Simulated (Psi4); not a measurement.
F₃Te (SMILES F[Te](F)F), doublet, at a GFN2-xTB geometry (the spin is typed, not shown lowest) (all electrons, no relativity); B97M-V/STO-3G (Psi4).

Psi4 was given this input:
```
memory 2 GB

molecule mol {
0 2
Te   -0.023031   -0.209987    0.253846
F    -1.856372   -0.224882   -0.590067
F     0.033905    1.304084   -0.929301
F     1.955536    0.134055    0.052703
}

set {
  basis sto-3g
  reference uks
  scf_type pk
  puream true
  d_convergence 1e-8
  dft_radial_points 99
  dft_spherical_points 590
}

energy('b97m-v')
print_variables()
```

### Question
Predict the main parts of the log of this Psi4 run.

### Answer

```
   => Loading Basis Set <=

    Name: STO-3G
    Role: ORBITAL
    Keyword: BASIS

         ---------------------------------------------------------
                                   SCF
               by Justin Turney, Rob Parrish, Andy Simmonett
                          and Daniel G. A. Smith
                              UKS Reference
         ---------------------------------------------------------

  ==> Geometry <==

    Molecular point group: c1
    Full point group: C1

    Geometry (in Angstrom), charge = 0, multiplicity = 2:

       Center              X                  Y                   Z               Mass
    ------------   -----------------  -----------------  -----------------  -----------------
         TE          -0.020549629472    -0.187361853046     0.226495315825   129.906222748000
         F           -1.853890629472    -0.202256853046    -0.617417684175    18.998403162730
         F            0.036386370528     1.326709146954    -0.956651684175    18.998403162730
         F            1.958017370528     0.156680146954     0.025352315825    18.998403162730

  Running in c1 symmetry.

  Rotational constants: A =      0.25704  B =      0.11536  C =      0.08191 [cm^-1]
  Rotational constants: A =   7705.79546  B =   3458.32176  C =   2455.60837 [MHz]
  Nuclear repulsion =  420.200059798146071

  Charge       = 0
  Multiplicity = 2
  Electrons    = 79
  Nalpha       = 40
  Nbeta        = 39

  ==> Algorithm <==

  SCF Algorithm Type is PK.
  DIIS enabled.
  MOM disabled.
  Fractional occupation disabled.
  Guess Type is SAD.
  Energy threshold   = 1.00e-06
  Density threshold  = 1.00e-08
  Integral threshold = 1.00e-12

  ==> Primary Basis <==

  Basis Set: STO-3G
    Blend: STO-3G
    Number of shells: 20
    Number of basis functions: 42
    Number of Cartesian functions: 44
    Spherical Harmonics?: true
    Max angular momentum: 2

  ==> DFT Potential <==

   => LibXC <=

    Version 7.1.2
    S. Lehtola, C. Steigemann, M. J. T. Oliveira, and M. A. L. Marques,  SoftwareX 7, 1–5 (2018) (10.1016/j.softx.2017.11.002)

   => Composite Functional: B97M-V <=

    B97M-V GGA Exchange-Correlation Functional

    N. Mardirossian and M. Head-Gordon,  J. Chem. Phys. 142, 074111 (2015) (10.1063/1.4907719)

    Deriv               =              1
    GGA                 =           TRUE
    Meta                =           TRUE

    Exchange Hybrid     =          FALSE
    MP2 Hybrid          =          FALSE

   => Exchange-Correlation Functionals <=

    1.0000   B97M-V exchange-correlation functional

   => LibXC Density Thresholds  <==

    XC_MGGA_XC_B97M_V:  1.00E-15

   => VV10 Non-Local Parameters <=

    VV10 B              =     6.0000E+00
    VV10 C              =     1.0000E-02

   => Molecular Quadrature <=

    Radial Scheme          =       TREUTLER
    Pruning Scheme         =           NONE
    Nuclear Scheme         =       TREUTLER

    Blocking Scheme        =         OCTREE
    BS radius alpha        =              1
    Pruning alpha          =              1
    Radial Points          =             99
    Spherical Points       =            590
    Total Points           =         217243
    Total Blocks           =           1632
    Max Points             =            256
    Max Functions          =             39
    Weights Tolerance      =       1.00E-15

  ==> Integral Setup <==

  Using in-core PK algorithm.
   Calculation information:
      Number of atoms:                   4
      Number of AO shells:              20
      Number of primitives:             60
      Number of atomic orbitals:        44
      Number of basis functions:        42

      Integral cutoff                 1.00e-12
      Number of threads:                 1

  Performing in-core PK
  Using 816312 doubles for integral storage.
  We computed 17206 shell quartets total.
  Whereas there are 22155 unique shell quartets.

  ==> DiskJK: Disk-Based J/K Matrices <==

    J tasked:                  Yes
    K tasked:                   No
    wK tasked:                  No
    Schwarz Cutoff:          1E-12

  Minimum eigenvalue in the overlap matrix is 3.3129416651E-01.
  Reciprocal condition number of the overlap matrix is 1.9054146422E-01.
    Using symmetric orthogonalization.

  ==> Pre-Iterations <==

  SCF Guess: Superposition of Atomic Densities via on-the-fly atomic UHF (no occupation information).

   -------------------------
    Irrep   Nso     Nmo
   -------------------------
     A         42      42
   -------------------------
    Total      42      42
   -------------------------

  ==> Iterations <==

                        Total Energy        Delta E     RMS |[F,P]|

   @UKS iter SAD: -6841.91539770085637   -6.84192e+03   0.00000e+00
   @UKS iter   1: -6843.92008408938273   -2.00469e+00   3.86934e-03 ADIIS/DIIS
   @UKS iter   2: -6843.89850772012051    2.15764e-02   4.18755e-03 ADIIS/DIIS
   @UKS iter   3: -6843.89165778735878    6.84993e-03   5.17322e-03 ADIIS/DIIS
   @UKS iter   4: -6843.93421884786858   -4.25611e-02   7.87246e-04 ADIIS/DIIS
   @UKS iter   5: -6843.93508283875417   -8.63991e-04   4.31251e-04 ADIIS/DIIS
   @UKS iter   6: -6843.93544336271952   -3.60524e-04   3.53413e-05 DIIS
   @UKS iter   7: -6843.93544605946499   -2.69675e-06   9.45627e-06 DIIS
   @UKS iter   8: -6843.93544623040816   -1.70943e-07   5.25709e-06 DIIS
   @UKS iter   9: -6843.93544626466792   -3.42598e-08   2.47069e-06 DIIS
   @UKS iter  10: -6843.93544627460506   -9.93714e-09   4.60194e-07 DIIS
   @UKS iter  11: -6843.93544627498886   -3.83807e-10   3.31286e-08 DIIS
   @UKS iter  12: -6843.93544627498795    9.09495e-13   3.80956e-09 DIIS
  Energy and wave function converged.

  ==> Post-Iterations <==

   Electrons on quadrature grid:
      Nalpha   =   39.9999959351 ; deviation = -4.065e-06
      Nbeta    =   38.9999971932 ; deviation = -2.807e-06
      Ntotal   =   78.9999931283 ; deviation = -6.872e-06

   @Spin Contamination Metric:   3.073718230E-03
   @S^2 Expected:                7.500000000E-01
   @S^2 Observed:                7.530737182E-01
   @S   Expected:                5.000000000E-01
   @S   Observed:                5.000000000E-01

    Orbital Energies [Eh]
    ---------------------

    Alpha Occupied:

       1A   -1108.421587     2A   -164.755977     3A   -156.885074
       4A   -156.884668     5A   -156.884216     6A    -31.583307
       7A    -28.804360     8A    -28.802748     9A    -28.800324
      10A    -24.328926    11A    -24.304956    12A    -24.304778
      13A    -20.313932    14A    -20.313794    15A    -20.312282
      16A    -20.311299    17A    -20.311020    18A     -5.267586
      19A     -4.039390    20A     -4.034238    21A     -4.025184
      22A     -1.284199    23A     -1.277600    24A     -1.270690
      25A     -1.268731    26A     -1.267092    27A     -1.059314
      28A     -1.022038    29A     -1.010693    30A     -0.440063
      31A     -0.312573    32A     -0.290182    33A     -0.268621
      34A     -0.178777    35A     -0.174544    36A     -0.165376
      37A     -0.161401    38A     -0.142387    39A     -0.126390
      40A     -0.089419

    Alpha Virtual:

      41A      0.102808    42A      0.112954

    Beta Occupied:

       1A   -1108.421313     2A   -164.755868     3A   -156.884984
       4A   -156.884560     5A   -156.883741     6A    -31.583079
       7A    -28.804225     8A    -28.802569     9A    -28.799784
      10A    -24.326515    11A    -24.299793    12A    -24.299620
      13A    -20.313795    14A    -20.313674    15A    -20.311923
      16A    -20.310904    17A    -20.310565    18A     -5.267090
      19A     -4.038907    20A     -4.033678    21A     -4.023998
      22A     -1.283398    23A     -1.277052    24A     -1.269536
      25A     -1.267263    26A     -1.265932    27A     -1.050366
      28A     -1.003121    29A     -0.992988    30A     -0.429352
      31A     -0.301591    32A     -0.281659    33A     -0.248357
      34A     -0.169786    35A     -0.153178    36A     -0.146179
      37A     -0.133826    38A     -0.127678    39A     -0.115136

    Beta Virtual:

      40A     -0.053854    41A      0.115528    42A      0.128663

    Final Occupation by Irrep:
              A
    DOCC [    39 ]
    SOCC [     1 ]
    NA   [    40 ]
    NB   [    39 ]

  @UKS Final Energy: -6843.93544627498795

   => Energetics <=

    Nuclear Repulsion Energy =            420.2000597981460714
    One-Electron Energy =              -10283.7422972787098843
    Two-Electron Energy =                3222.5240901492520607
    DFT Exchange-Correlation Energy =    -203.2491992019280360
    Empirical Dispersion Energy =           0.0000000000000000
    VV10 Nonlocal Energy =                  0.3319002582507277
    Total Energy =                      -6843.9354462749879531

  UHF NO Occupations:
  HONO-2 :   38  A 1.9995843
  HONO-1 :   39  A 1.9988781
  HONO-0 :   40  A 1.0000000
  LUNO+0 :   41  A 0.0011219
  LUNO+1 :   42  A 0.0004157

Computation Completed

Properties will be evaluated at   0.000000,   0.000000,   0.000000 [a0]

Properties computed using the SCF density matrix

 Multipole Moments:

 ------------------------------------------------------------------------------------
     Multipole            Electronic (a.u.)      Nuclear  (a.u.)        Total (a.u.)
 ------------------------------------------------------------------------------------

 L = 1.  Multiply by 2.5417464519 to convert [e a0] to [Debye]
 Dipole X            :         -0.3803604            0.3704568           -0.0099037
 Dipole Y            :         -3.5047786            3.3776504           -0.1271282
 Dipole Z            :          4.2128499           -4.0831257            0.1297242
 Magnitude           :                                                    0.1819012

 ------------------------------------------------------------------------------------

  Variable Map:
  ----------------------------------------------------------------------------
  "CURRENT ENERGY"              =>   -6843.935446274988
  "CURRENT REFERENCE ENERGY"    =>   -6843.935446274988
  "DD SOLVATION ENERGY"         =>       0.000000000000
  "DFT FUNCTIONAL TOTAL ENERGY" =>   -6843.935446274988
  "DFT TOTAL ENERGY"            =>   -6843.935446274988
  "DFT VV10 ENERGY"             =>       0.331900258251
  "DFT XC ENERGY"               =>    -203.249199201928
  "GRID ELECTRONS ALPHA"        =>      39.999995935116
  "GRID ELECTRONS BETA"         =>      38.999997193162
  "GRID ELECTRONS TOTAL"        =>      78.999993128278
  "NUCLEAR REPULSION ENERGY"    =>     420.200059798146
  "ONE-ELECTRON ENERGY"         =>  -10283.742297278710
  "PCM POLARIZATION ENERGY"     =>       0.000000000000
  "PE ENERGY"                   =>       0.000000000000
  "SCF ITERATION ENERGY"        =>   -6843.935446274988
  "SCF ITERATIONS"              =>      12.000000000000
  "SCF TOTAL ENERGY"            =>   -6843.935446274988
  "TWO-ELECTRON ENERGY"         =>    3222.524090149252
  "XC GRID RADIAL POINTS"       =>      99.000000000000
  "XC GRID SPHERICAL POINTS"    =>     590.000000000000
  "XC GRID TOTAL POINTS"        =>  217243.000000000000

  Array Variable Map:
  ----------------------------------------------------------------------------
  "CURRENT DIPOLE"              =>      -0.009903688939 ... 0.129724213027 1 by 3
  "SCF DIPOLE"                  =>      -0.009903688939 ... 0.129724213027 1 by 3
  "SCF TOTAL ENERGIES"          =>   -6841.915397700856 ... -6843.935446274988 1 by 13
```
